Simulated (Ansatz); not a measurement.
cyclobutene (C$_{4}$H$_{6}$), singlet, at a GFN2-xTB geometry; B3LYP/cc-pVDZ run with Ansatz (a quantum-chemistry and plane-wave program).

Ansatz was given this input:
Ansatz 0.2 input:
```yaml
crystal:
  periodic: [false, false, false]
  atoms:
    - {symbol: C, position_ang: [0.00522404, -0.65803470, 0.81160491]}
    - {symbol: C, position_ang: [0.00258559, 0.67078963, 0.80110802]}
    - {symbol: C, position_ang: [-0.00181609, -0.78077129, -0.68679068]}
    - {symbol: C, position_ang: [-0.00489486, 0.76981077, -0.69903932]}
    - {symbol: H, position_ang: [0.01043100, -1.40624811, 1.58354624]}
    - {symbol: H, position_ang: [0.00479724, 1.43111936, 1.56113280]}
    - {symbol: H, position_ang: [-0.89062366, -1.24422161, -1.11243761]}
    - {symbol: H, position_ang: [0.88461218, -1.24076490, -1.12106160]}
    - {symbol: H, position_ang: [0.87971347, 1.22640274, -1.14055069]}
    - {symbol: H, position_ang: [-0.89552237, 1.22294603, -1.13192670]}
basis:
  gaussian:
    orbitals: cc-pVDZ
hamiltonian:
  xc: b3lyp
```

The log (banner, timings and long lists left out):

```
Functional definition: B3LYP
1068 factors; their error is unknown
mean field evaluation 1: about -4237.4334 eV, gradient 5.1e1 eV
mean field evaluation 2: about -4233.3004 eV, gradient 6.7e1 eV
mean field evaluation 4: about -4244.4088 eV, gradient 9.5e-1 eV
mean field evaluation 8: about -4244.3812 eV, gradient 2.6e-2 eV
mean field evaluation 16: about -4244.3812 eV, gradient 8.3e-6 eV
mean field -4244.38115647 eV, -155.9781305555 hartree, gradient 8.3e-6 eV, S^2 0.000000; 0 other end points of the search recorded, 0 dependent functions left out
reference -4244.38135258 eV, -155.9781377622 hartree; 15, 15 occupied and 71, 71 virtual orbitals, 1068 factors
Total energy: -4244.38135258 eV, -155.9781377622 hartree
```
